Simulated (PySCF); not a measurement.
Ionisation energy of Pb²⁺ by level of theory

Pb²⁺ [Xe] 4f14 5d10 6s2 (1S) → Pb³⁺ [Xe] 4f14 5d10 6s1 (2S), as a difference of total energies. All numbers are calculated (PySCF 2.14, scalar relativity by spin-free X2C-1e, in aug-cc-pVTZ-DK3 (9s8p6d3f, 84 functions)). Correlated levels: valence: [Xe] 4f14 5d10 frozen. The calculations carry no spin-orbit coupling.

Q: Order these methods by the ionisation energy they give, lowest first.
A. r2SCAN
B. MP2 (valence)
C. PBE
D. LDA

A: B (30.334 eV), A (31.866 eV), C (32.098 eV), D (32.587 eV).

Errors of the correlated levels include the incompleteness of this basis and the frozen core.

MP2 underrates the near-degeneracy of ns² with np² in the lower species.

For comparison: 31.937 eV (measured; NIST Atomic Spectra Database, ionization energies).
